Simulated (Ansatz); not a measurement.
Two isomers of C3H7FSi: A = `CC(C)[Si]F`, B = `C=C([SiH3])CF`.

Gas-phase electronic energies from Ansatz, PBE0-D4/def2-TZVP geometries. CBS: MP2 limit from def2 TZ/QZ plus the TZ coupled-cluster correction, frozen cores. DFT in def2-TZVPP. B3LYP here is the variant with VWN-RPA as its local correlation; programs differ in this. Each species was taken in one conformer, which may not be the lowest.

A:

Z-matrix (Å, degrees):
```
C
C 1 1.523
H 1 1.095 2 111.1
H 1 1.094 2 112.1 3 -120.0
H 1 1.093 2 110.9 3 119.7
C 2 1.534 1 111.8 3 -57.5
Si 2 1.901 1 115.1 3 -177.4
H 2 1.099 1 109.6 3 62.6
H 6 1.095 2 110.8 1 62.4
H 6 1.094 2 111.0 1 -57.0
H 6 1.097 2 112.8 1 -177.9
F 7 1.622 2 99.0 1 47.7
```

B:

Z-matrix (Å, degrees):
```
Si
C 1 1.870
H 1 1.489 2 110.6
H 1 1.489 2 110.6 3 -118.9
H 1 1.484 2 108.6 3 120.6
C 2 1.493 1 118.1 3 59.5
C 2 1.331 1 120.2 3 -120.4
F 6 1.379 2 112.6 1 -180.0
H 6 1.097 2 110.5 1 -59.6
H 6 1.097 2 110.5 1 59.7
H 7 1.085 2 121.5 1 180.0
H 7 1.084 2 121.4 1 -0.0
```

Question: Which isomer does CCSD(T)/CBS put lower? Give the gap. (An estimate is asked.)

Answer: Ansatz gave: A, by 151.8 kJ/mol.

Question: Give E(B) − E(A) in kJ/mol with PBE-D4, r2SCAN-D4, CCSD(T)/def2-TZVPP, ωB97M-V, MP2/def2-TZVPP, B3LYP-D4, PBE0-D4. (An estimate is asked.)

Answer: Ansatz gave: PBE-D4 146.2, r2SCAN-D4 137.7, CCSD(T)/def2-TZVPP 148.5, ωB97M-V 157.5, MP2/def2-TZVPP 154.2, B3LYP-D4 143.6, PBE0-D4 147.1. None reverses the order clearly.

Largest T1 diagnostic: 0.012.

In def2-TZVPP, CCSD(T) changes the Hartree–Fock value by +25.3 kJ/mol (the triples alone add −1.6 kJ/mol) and MP2 by +31.0 kJ/mol.
